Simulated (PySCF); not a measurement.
A species of formula C4H12Si3 has this rotational fingerprint, computed with PBE0/pcSseg-1 in PySCF (dipole) on a GFN2-xTB geometry, gas phase:

| Quantity | Value |
| --- | --- |
| Rotational constants | A = 3031, B = 807.0, C = 703.9 MHz |
| Dipole components | \|μa\| = 0.14 D, \|μb\| = 0.00 D, \|μc\| = 0.42 D |
| Inertial defect | -74.99 u·Å² |
| κ | -0.91 |

Problem. Which candidate fits, each taken in the one conformer that was computed?
A. `[CH2:1]=[C:2]1[SiH2:3][SiH2:4][SiH2:5][C@H:6]1[CH3:7]` with C1–C2–Si3–Si4 -139°, C2–Si3–Si4–Si5 -6°, Si3–Si4–Si5–C6 -15°, Si4–Si5–C6–C7 -81°
B. `[SiH3:1]/[CH:2]=[CH:3]/[SiH2:4][SiH:5]1[CH2:6][CH2:7]1` with C2–C3–Si4–Si5 128°, C3–Si4–Si5–C6 -144°
C. `[CH3:1][C:2]1=[CH:3][Si@H:4]([SiH3:5])[CH2:6][SiH2:7]1` with C2–C3–Si4–Si5 113°, C3–Si4–C6–Si7 8°, Si4–C6–Si7–C2 -8°, C1–C2–Si7–C6 -175°
D. `[CH2:1]=[CH:2][C@H:3]1[SiH2:4][C@H:5]([SiH3:6])[SiH2:7]1` with C1–C2–C3–Si4 127°, C2–C3–Si4–C5 130°, C3–Si4–C5–Si6 113°, Si4–C5–Si7–C3 9°, C2–C3–Si7–C5 -130°

Solution. D. It is C=C[C@H]1[SiH2][C@H]([SiH3])[SiH2]1, a near-prolate asymmetric top, point group Cs. The candidates at the same level (rigid rotor, commonest isotopes):

| SMILES | A (MHz) | B (MHz) | C (MHz) | μa (D) | μb (D) | μc (D) | Δ (u·Å²) | point group | rotor |
| --- | --- | --- | --- | --- | --- | --- | --- | --- | --- |
| [SiH3]/C=C/[SiH2][SiH]1CC1 | 4691 | 444.9 | 429.5 | 0.07 | 0.12 | 0.11 | -66.83 | C1 | near-prolate asymmetric top |
| C=C[C@H]1[SiH2][C@H]([SiH3])[SiH2]1 | 3031 | 807.0 | 703.9 | 0.14 | 0.00 | 0.42 | -74.99 | Cs | near-prolate asymmetric top |
| C=C1[SiH2][SiH2][SiH2][C@H]1C | 1646 | 1441 | 1019 | 0.33 | 0.36 | 0.10 | -161.75 | C1 | asymmetric top |
| CC1=C[Si@H]([SiH3])C[SiH2]1 | 2374 | 880.9 | 742.7 | 0.76 | 0.04 | 0.08 | -106.02 | C1 | asymmetric top |

`CC1=C[Si@H]([SiH3])C[SiH2]1` has A 22 % too low; `C=C1[SiH2][SiH2][SiH2][C@H]1C` has B 79 % too high; `[SiH3]/C=C/[SiH2][SiH]1CC1` has A 55 % too high. In the right answer the mirror of this Cs structure is the ac plane, so μb vanishes by symmetry. No structure here is proved a minimum.
